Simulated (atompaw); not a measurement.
## Pt: one change to a PAW (atompaw) potential, before and after

- Element: platinum (Pt)
- Generator: atompaw 4.2.0.5
- Type: PAW
- Functional: PBE
- Relativity: scalar-relativistic
- Frozen core: [Kr] 4d10 4f14
- Valence charge: 18
- Reference configuration: 5s2 5p6 5d9 6s0.5 6p0 (charge +0.5)
- Partial waves: 5s (bound): rc 1.05 bohr; 6s (bound): rc 1.70 bohr; 5p (bound): rc 1.70 bohr; 6p (bound, empty): rc 1.70 bohr; 5d (bound): rc 1.70 bohr; 5d channel at 1 Ry: rc 1.70 bohr
- Local potential: bessel scheme, radius 1.10 bohr
- Core correction: smooth core density matched at 1.50 bohr
- Augmentation charge: besselshape compensation charge, radius 1.55 bohr; PAW radius 1.70 bohr; waves and projectors: custom rrkj vanderbiltortho

All-electron outer shells of the reference configuration (PBE, scalar-relativistic, ld1.x):

```csv
shell,level (eV),outermost node (bohr),outermost maximum (bohr)
4d,-310.77,0.20,0.42
5s,-105.78,0.49,0.87
4f,-74.01,–,0.38
5p,-60.01,0.53,0.98
5d,-10.08,0.57,1.26
6s,-9.16,1.14,2.35
6p,-3.59,1.36,3.30
```

Change: wave 5p (bound): rc 1.70 bohr becomes 5p (bound): rc 1.08 bohr.

Cutoffs: the cutoffs (Ry, on a coarse ladder) from which the occupation-weighted sum of valence levels, in a spherical-Bessel basis at the reference potential, stays within 10 and 1 mRy of its value at 400 Ry; they do not see the model core or the augmentation charge, which bear on the density cutoff.

Q: What does the change do?

A: The potential gets harder (50 Ry and 110 Ry → 70 Ry and 160 Ry); neither file shows a bound ghost.

```csv
quantity,base,changed
"cutoff, loose",50 Ry,70 Ry
"cutoff, tight",110 Ry,160 Ry
loose cutoff by channel (10 mRy a level),"s 30 Ry, p 25 Ry, d 30 Ry","s 30 Ry, p 35 Ry, d 30 Ry"
bound ghosts,none,none
s: phases at 1.71 bohr within 0.05 rad from the reference energy up to (Ry; the scan ends near 5),to the end of the scan,to the end of the scan
p: phases at 1.71 bohr within 0.05 rad from the reference energy up to (Ry; the scan ends near 5),4.1,4.4
d: phases at 1.71 bohr within 0.05 rad from the reference energy up to (Ry; the scan ends near 5),to the end of the scan,to the end of the scan
lowest overlap eigenvalue by channel,"s 0.07, p 0.04, d 0.95","s 0.07, p 0.06, d 0.95"
```

 The cutoffs see the waves, projectors and local potential, not the compensation charge or the core.
